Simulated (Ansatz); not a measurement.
Mulliken charges of C2H6AlI (`[AlH2][CH2]CI`) from ωB97M-V/def2-TZVPP in Ansatz (PBE0-D4/def2-TZVP geometry).

```csv
atom,x (Å),y (Å),z (Å),charge (e)
Al1,-0.492,1.709,0.126,0.425
C2,-0.244,-0.209,0.510,-0.386
C3,0.553,-0.949,-0.522,-0.342
I4,0.810,-3.063,-0.076,-0.089
H5,0.128,2.348,-1.190,-0.108
H6,-1.318,2.593,1.152,-0.106
H7,0.222,-0.288,1.500,0.124
H8,-1.241,-0.650,0.629,0.124
H9,0.089,-0.955,-1.506,0.179
H10,1.575,-0.588,-0.621,0.179
```

Question: By hand: the dipole of these point charges (1 e Å = 4.8032 D).

Answer: Σ q r = (-0.079, 0.483, -0.068) e Å, of length 0.494 e Å = 2.37 D.

Question: How does the dipole of the full density compare? (Best estimate.)

Answer: Computed: (-0.095, 0.397, -0.006) e Å, 1.96 D; the point charges give 1.21 times that, at 8° from its direction.

Point charges leave out the atoms' own dipoles, such as those of lone pairs, and Mulliken's split depends on the basis, so the two needn't agree.
